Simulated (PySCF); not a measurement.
Species: `C#C[SiH2]SCCC`. The columns A, B, C and D hold Mulliken, IAO, Hirshfeld and ESP-fitted charges (e) of one PBE0/pcSseg-1 density (PySCF), in a shuffled order. Coordinates in Å (GFN2-xTB); the density's dipole moment is (-0.60, 1.21, 1.38) D.

```csv
atom,x,y,z,A,B,C,D
C1,2.895,0.391,1.534,-0.408,-0.181,-0.075,-0.181
C2,2.569,0.513,0.382,-0.055,-0.340,-0.156,-0.184
Si3,2.016,0.633,-1.379,+0.289,+0.702,+0.334,+0.630
S4,0.524,-0.861,-1.798,-0.299,-0.182,-0.094,-0.261
C5,-0.978,-0.120,-1.068,-0.285,-0.324,-0.065,-0.351
C6,-0.940,-0.090,0.450,+0.406,-0.247,-0.073,-0.275
C7,-2.259,0.420,1.020,-0.479,-0.419,-0.116,-0.270
H8,3.188,0.290,2.539,+0.323,+0.204,+0.100,+0.066
H9,1.392,1.938,-1.590,-0.026,-0.116,-0.067,-0.058
H10,3.106,0.313,-2.286,+0.003,-0.095,-0.060,-0.055
H11,-1.796,-0.748,-1.421,+0.172,+0.157,+0.046,+0.160
H12,-1.099,0.881,-1.483,+0.103,+0.143,+0.039,+0.153
H13,-0.740,-1.098,0.819,-0.037,+0.142,+0.035,+0.132
H14,-0.121,0.553,0.782,-0.028,+0.137,+0.029,+0.157
H15,-2.472,1.423,0.654,+0.111,+0.137,+0.039,+0.108
H16,-2.213,0.454,2.106,+0.109,+0.146,+0.044,+0.120
H17,-3.080,-0.231,0.729,+0.102,+0.137,+0.040,+0.110
```

Problem. Which column most likely holds the ESP-fitted charges?

Solution. A. Σ q r misses the density's dipole by 0.10 D (A), 1.59 D (C), 1.63 D (B), 2.53 D (D). Charges fitted to the outside potential are the only set here that is tied to the molecule's multipoles.

Problem. And the Hirshfeld charges?

Solution. C. The mean sizes are 0.083 e (C), 0.190 e (A), 0.192 e (D), 0.224 e (B), and Hirshfeld charges are commonly the smallest of these schemes.

As computed, A = ESP-fitted, B = IAO, C = Hirshfeld, D = Mulliken. Hydrogens on carbon: ESP-fitted -0.04 to +0.32, IAO +0.14 to +0.20, Hirshfeld +0.03 to +0.10, Mulliken +0.07 to +0.16 e.

The Mulliken scheme counts on each atom the diagonal of the density matrix times the overlap matrix over that atom's basis functions. The ESP scheme is a least-squares fit of atom-centred charges to the potential on four shells outside the van der Waals surface, with the total charge fixed.

The structure is a single GFN2-xTB conformer in the gas phase; no vibrational or solvent corrections.

Conformer computed: `[CH:1]#[C:2][SiH2:3][S:4][CH2:5][CH2:6][CH3:7]`: C2–Si3–S4–C5 79°, Si3–S4–C5–C6 -70°, S4–C5–C6–C7 -175°.
